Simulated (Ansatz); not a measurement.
`CO[SiH](C)N` → CH₃NH₂ + `CO[SiH]` at 298.15 K and 1 bar (silylene formation by 1,1-elimination).

Gas-phase electronic energies from Ansatz, PBE0-D4/def2-TZVP geometries. CBS: MP2 limit from def2 TZ/QZ plus the TZ coupled-cluster correction, frozen cores. One conformer a species, not always the lowest.

| species | CCSD(T)/CBS energy (Eh) | H − E (kJ/mol) | S (J/(mol·K)) |
| --- | --- | --- | --- |
| `CO[SiH](C)N` | -500.56002 | 324.8 | 370.8 |
| CH₃NH₂ | -95.75281 | 180.0 | 240.4 |
| `CO[SiH]` | -404.67988 | 143.4 | 279.5 |

H − E and S are ideal-gas, rigid-rotor, harmonic terms from PBE0-D4/def2-TZVP, for one conformer and one mirror image of each species. 1 Eh = 2625.50 kJ/mol, R = 8.31446 J/(mol·K).

Problem. By hand: ΔE, ΔH, ΔS and ΔG.

Solution. ΔE = (-95.75281) + (-404.67988) − (-500.56002) = 0.12733 Eh = 334.3 kJ/mol. Δ(H − E) = 180.0 + 143.4 − 324.8 = -1.4, so ΔH = 332.9 kJ/mol. ΔS = 240.4 + 279.5 − 370.8 = 149.1 J/(mol·K). ΔG = 332.9 − 298.15 × (149.1)/1000 = 288.4 kJ/mol.

Problem. By hand: the equilibrium constant, and the temperature at which ΔG would vanish if ΔH and ΔS stayed fixed.

Solution. log₁₀ K = −ΔG/(RT ln 10) = -50.5. ΔG = 0 at ΔH/ΔS = 2233 K.

The number of gas molecules changes by +1, which sets the sign of ΔS. A doubt of 5 kJ/mol in ΔE shifts log₁₀ K by 0.9 here. Other conformers and mirror images would add mixing entropy, several J/(mol·K) or more a flexible species. These are equilibria of isolated gas molecules and say nothing of rates. Largest T1 diagnostic: 0.015 (customary marks: 0.02 for closed shells, 0.045 for open ones).
